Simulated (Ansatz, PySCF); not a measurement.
Gas-phase reaction in SMILES: [SiH3][SiH2][SiH]([SiH3])[SiH3] + 3 [SiH4] (SiH4) -> 4 [SiH3][SiH3]
Geometries: B3LYP-D3(BJ)/def2-TZVP minima from Ansatz (a quantum-chemistry and plane-wave program), one conformer each, not searched for the lowest. Frequencies are from Ansatz or PySCF.
Geometry of the first species:
```
Si
H 1 1.4883
Si 1 2.3426 2 109.52
H 3 1.4832 1 110.72 2 62.05
H 3 1.4833 4 108.62 1 -119.67
H 3 1.4836 4 108.77 5 -118.05
Si 1 2.3435 2 108.82 3 -120.67
H 7 1.4829 1 110.56 2 -55.03
H 7 1.4833 8 108.77 1 -122.17
H 7 1.4834 8 108.55 9 -118.00
Si 1 2.3440 2 108.71 7 -118.53
H 11 1.4858 1 110.27 2 -56.15
H 11 1.4860 12 108.00 1 118.49
Si 11 2.3434 12 110.35 13 119.54
H 14 1.4830 11 109.27 12 -175.81
H 14 1.4832 15 108.49 8 64.51
H 14 1.4833 15 108.76 16 118.17
```

Wanted: bond separation energy (0 K, with B3LYP-D3(BJ) harmonic zero-point energies), in eV. Valence correlation only, unless marked. Spin-orbit coupling is left out. No relativistic terms. CBS(X,Y): correlation extrapolated as X^-3; Hartree-Fock from the larger set. The bracket is a focal-point correction in the basis named.

```csv
level,program,bond separation energy (eV),minus last row
HF/STO-3G,Ansatz,0.09,-0.23
BLYP/def2-TZVPD,Ansatz,0.13,-0.19
revPBE-D4/def2-TZVPD,Ansatz + dftd4,0.34,0.02
LC-wPBE-D4/def2-TZVPD,Ansatz + dftd4,0.31,-0.01
wB97M-V/def2-TZVPD,Ansatz,0.30,-0.02
RPA@PBE/cc-pV(T+d)Z,Ansatz,0.33,0.01
MP2/cc-pV(T+d)Z,Ansatz,0.41,0.09
SCS-MP2/cc-pV(D+d)Z,Ansatz,0.34,0.02
SCS-MP2/cc-pV(T+d)Z,Ansatz,0.35,0.03
"RI-MP2/CBS(cc-pV(T+d)Z,cc-pV(Q+d)Z)+[CCSD(T)-MP2]/cc-pV(T+d)Z",Ansatz,0.32,0.00
```
